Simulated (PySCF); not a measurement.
# Two-photon absorption: `CB(C)c1c(Br)c1=O`, C$_{5}$H$_{6}$BBrO

Geometry:
| atom | x (Å) | y (Å) | z (Å) |
| --- | --- | --- | --- |
| C1 | -1.079 | -1.324 | 0.716 |
| B2 | -0.472 | -0.080 | -0.017 |
| C3 | -1.360 | 1.013 | -0.704 |
| C4 | 1.058 | 0.116 | -0.015 |
| C5 | 2.318 | -0.033 | -0.474 |
| Br6 | 3.260 | -0.855 | -1.845 |
| C7 | 2.198 | 0.752 | 0.679 |
| O8 | 2.575 | 1.434 | 1.584 |
| H9 | -0.429 | -1.786 | 1.472 |
| H10 | -1.240 | -2.082 | -0.075 |
| H11 | -2.071 | -1.118 | 1.148 |
| H12 | -0.900 | 1.491 | -1.580 |
| H13 | -1.489 | 1.813 | 0.052 |
| H14 | -2.368 | 0.653 | -0.956 |

Computed with TDDFT CAM-B3LYP/aug-cc-pVDZ excited states, vertical, gas phase in PySCF 2.14.0. Geometry: PBE0-D3(BJ)/def2-SVP.

The calculation is non-relativistic, which matters for the atoms heavier than Zn.

Task: How strongly do the lowest singlets absorb one photon, and two photons of half the energy?

Result: δ for parallel linear polarisation; σ at the peak of a Lorentzian of half width 0.1 eV, single beam; Ω is circular over linear.
| state | E (eV) | f | photon λ (nm) | δ (au) | σ (GM) | Ω | main |
| --- | --- | --- | --- | --- | --- | --- | --- |
| S1 | 4.68 | 0.000 | 530 | 0.15 | 0.00 | 1.50 | HOMO→LUMO+2 0.59, HOMO→LUMO+1 0.30 |
| S2 | 4.94 | 0.070 | 502 | 240 | 2.14 | 1.32 | HOMO→LUMO 0.93 |
| S3 | 5.50 | 0.000 | 451 | 1.65 | 0.02 | 1.33 | HOMO−1→LUMO 0.92 |
| S4 | 5.73 | 0.000 | 432 | 0.5 | 0.01 | 1.50 | HOMO→LUMO+12 0.83 |
| S5 | 6.03 | 0.035 | 411 | 406 | 5.41 | 0.30 | HOMO→LUMO+1 0.29, HOMO→LUMO+3 0.28 |
| S6 | 6.27 | 0.098 | 396 | 50 | 0.72 | 0.48 | HOMO−1→LUMO+2 0.39, HOMO−2→LUMO 0.23 |

Among these, the strongest one-photon state is S6, the strongest two-photon state S5, with a dipole change of 2.3 D (relaxed, norm of the difference vector).
